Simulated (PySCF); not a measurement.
A small calculation by hand: oscillator strength and radiative lifetime

H₄O₂Sn, SMILES [OH][SnH2][OH].

Geometry: B3LYP-D3(BJ)/def2-SVP. The def2 effective core potentials stand for the cores of Sn; spin–orbit coupling is left out. The values are those of a single conformer.

PySCF with TDDFT-CAM-B3LYP/def2-SVPD puts the first singlet state with f over 0.02 at 6.52 eV (vertical), with the transition dipole (0.382, 0.289, 0.000) in atomic units.

Task: Find the oscillator strength, the wavelength and the radiative lifetime that this transition would have in vacuum if emission retraced absorption.

Result: 
|μ|² = 0.2294 au, so |μ| = 1.22 D. ΔE = 6.52/27.211 = 0.2396 hartree. f = (2/3) ΔE |μ|² = 0.037 (the program prints 0.037).
λ = 1239.84/6.52 = 190 nm; ν = 52587 cm⁻¹.
Einstein's coefficient A = 0.6670 ν² f s⁻¹ (ν in cm⁻¹) = 6.8e7 s⁻¹, so τ = 1/A = 15 ns. This state is S1. The figure is the radiative limit of this one transition; relaxation, internal conversion, crossing to triplets and a medium change what is measured.
